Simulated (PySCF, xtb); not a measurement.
CH13NSi4, SMILES [SiH3]NC[SiH2][SiH2][SiH3].

GFN2-xTB run with xtb at its own geometry gives an orbital gap of 3.53 eV and a dipole moment of 1.01 D.

The structure is a stationary point at PBE0-D3(BJ)/def2-SVP. The structure was generated by enumeration, and PubChem lists no compound with its InChIKey, so it may never have been made. The values are those of a single conformer.

Question: What does B3LYP/def2-TZVP (PySCF) give? (The exact figures need the calculation; the answer reports its results.)

Answer: gap 5.85 eV (levels -6.33 and -0.48 eV), dipole 0.58 D.
